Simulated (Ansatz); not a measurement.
Species: C2H6BrGaO2, net charge 0, singlet state. 
Structure (B3LYP-D3(BJ)/def2-TZVP (Ansatz, an electronic-structure program) minimum search):
SMILES: C[O][Ga]([Br])[O]C
```xyz
12

C      2.7584    -1.0392     0.2297
O      1.4659    -1.5703    -0.0283
Ga    -0.0139    -0.6032    -0.0918
Br     0.0386     1.6704     0.2544
O     -1.5357    -1.4401    -0.4283
C     -2.8007    -0.7981    -0.5110
H      3.4092    -1.2512    -0.6222
H      3.1736    -1.5253     1.1160
H      2.7517     0.0415     0.3992
H     -2.7465     0.2800    -0.3334
H     -3.2217    -0.9635    -1.5058
H     -3.4728    -1.2370     0.2304
```
Charge 0, spin multiplicity 1.

Quantity: vertical triplet-singlet gap (E(triplet) - E(singlet); each state is the SCF solution reached for its spin; for the triplet the Hartree-Fock reference is unstable and T1 is 0.030), in eV. Valence correlation only, unless marked. UHF or UKS for open shells. Spin-orbit coupling is left out. Frozen are the shells of the preceding noble gas and the d and f shells that filled before the atom's block. No relativistic terms. CBS marks a two-point X^-3 extrapolation of the correlation energy; Hartree-Fock from the larger set.

```csv
level,program,vertical triplet-singlet gap (eV)
HF/aug-cc-pVTZ,Ansatz,5.14
HF/aug-cc-pVQZ,Ansatz,5.13
SVWN5/def2-TZVPD,Ansatz,4.32
r2SCAN/def2-TZVPD,Ansatz,4.65
B3LYP/def2-TZVPD,Ansatz,4.87
PBE0/def2-TZVPD,Ansatz,5.01
BHLYP/def2-TZVPD,Ansatz,5.42
wB97M-V/def2-TZVPD,Ansatz,5.56
wB97X-V/def2-TZVPD,Ansatz,5.69
B2PLYP/def2-TZVPD,Ansatz,5.59
RI-MP2/aug-cc-pVQZ,Ansatz,6.51
"RI-MP2/CBS(aug-cc-pVTZ,aug-cc-pVQZ)",Ansatz,6.55
CCSD/aug-cc-pVDZ,Ansatz,5.79
CCSD(T)/aug-cc-pVDZ,Ansatz,5.75
```
